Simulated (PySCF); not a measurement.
Cl4Te, SMILES Cl[Te-](Cl)(Cl)Cl, charge -1, multiplicity 2.

Geometry: r2SCAN-D4/def2-SVPD. The def2 effective core potentials stand for the cores of Te; spin–orbit coupling is left out.

The numbers are results of PBE0/def2-SVPD run with PySCF, not measurements.

Gas-phase values at a fixed geometry.

```
Item                                                                 Result
------------------------------------------------  -------------------------
total energy                                            -2107.83888 hartree
point group                                                              Cs
α spin, highest occupied and lowest empty level           -2.35 and 0.27 eV
β spin, highest occupied and lowest empty level           -3.95 and 0.24 eV
dipole moment about the centre of nuclear charge                     3.47 D
mean static polarisability                           135.3 bohr³ (20.04 Å³)
polarisability, principal values                  107.3, 136.2, 162.3 bohr³
⟨S²⟩                                                0.756 (pure state 0.75)
```
